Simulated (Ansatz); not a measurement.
Geometry optimisation, UKS LDA/def2-SVP in Ansatz 0.2.0.

input.yaml

```yaml
crystal:
  periodic: [false, false, false]
  atoms:
    - { symbol: B, position_ang: [-1.5285, 0.398, -0.9952] }
    - { symbol: Al, position_ang: [0.0457, -0.157, 0.1133] }
    - { symbol: "N", position_ang: [0.7062, -1.9245, -0.0852] }
    - { symbol: "N", position_ang: [0.9427, 1.0786, 1.3291] }
    - { symbol: H, position_ang: [-2.0798, -0.3187, -1.7801] }
    - { symbol: H, position_ang: [-2.0012, 1.5551, -0.8942] }
    - { symbol: H, position_ang: [1.6094, -1.9848, 0.5451] }
    - { symbol: H, position_ang: [1.1099, -2.0007, -1.0638] }
    - { symbol: H, position_ang: [0.1261, 1.3968, 2.0353] }
    - { symbol: H, position_ang: [1.1526, 1.9062, 0.7987] }
magnetization:
  spin_polarized: true
basis:
  gaussian: { orbitals: def2-SVP }
hamiltonian:
  xc: lda
relax:
  f_tol: 0.02
  max_steps: 50
```

Run as:

```bash
$ ansatz run input.yaml --threads 2 --pin off --max-ram 3072MiB --backend cpu --events-out ev --progress --plain --runs-dir out
```

Question: Where does it end, and by what steps?

Answer: It converged. After 10 steps the energy has fallen by 1.381 eV; H10 moved furthest, 1.26 Å.

| step | energy less start (eV) | largest force component (eV/Å) | accepted |
| --- | --- | --- | --- |
| 0 | 0.0000 | 3.212 | yes |
| 1 | -0.5989 | 1.939 | yes |
| 2 | -0.9410 | 0.968 | yes |
| 3 | -1.0849 | 0.467 | yes |
| 4 | -1.1451 | 0.330 | yes |
| 5 | -1.2089 | 0.380 | yes |
| 6 | -1.2909 | 0.492 | yes |
| 7 | -1.3440 | 0.464 | yes |
| 8 | -1.3763 | 0.164 | yes |
| 9 | -1.3796 | 0.058 | yes |
| 10 | -1.3807 | 0.015 | yes |

```xyz
10
Properties=species:S:1:pos:R:3
B -1.665 0.364 -1.035
Al 0.094 -0.022 0.055
N 0.979 -1.552 -0.155
N 0.736 1.166 1.214
H -1.887 -0.138 -2.130
H -2.554 1.109 -0.639
H 1.742 -1.912 0.426
H 0.764 -2.218 -0.902
H 0.221 2.005 1.496
H 1.652 1.148 1.672
```

Whether the end is a true minimum wasn't checked by a vibrational analysis.

Run time: 11 s on 2 threads of Intel(R) Xeon(R) Platinum 8488C (Sapphire Rapids), on a shared host, peak memory 0.17 GiB.
